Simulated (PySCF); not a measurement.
MoO₂, SMILES [Mo](=[O])=[O] (connectivity only; charge and spin as stated), neutral, multiplicity 3.

Coordinates come from a B3LYP-D3(BJ)/def2-TZVP optimisation. The spin state was assumed, not searched. The def2 effective core potentials stand for the cores of Mo; spin–orbit coupling is left out.

Two levels are set side by side: PBE/def2-TZVPD (PySCF) and ωB97X/def2-TZVPD (PySCF). Same geometry, gas phase. Differences are taken from unrounded values.

```tsv
quantity	ωB97X
α-spin orbital gap (eV)	7.49
β-spin orbital gap (eV)	9.78
dipole moment (D)	5.14
mean polarisability (bohr³)	51.5
```

Problem. What does PBE give, and how far is it from ωB97X? (An estimate is asked for; the answer gives what the named calculation found.)

Solution. 
```csv
quantity,PBE,PBE minus ωB97X
α-spin orbital gap (eV),0.86,-6.64
β-spin orbital gap (eV),3.61,-6.18
dipole moment (D),3.92,-1.22
mean polarisability (bohr³),54.1,2.6
```

Loosely held outer electrons make PBE densities more polarisable. Differences between two approximate levels are no errors against the true value.

Rough cost on one machine, each run with all the roots and properties that it gave: ωB97X against PBE within a factor of 2.
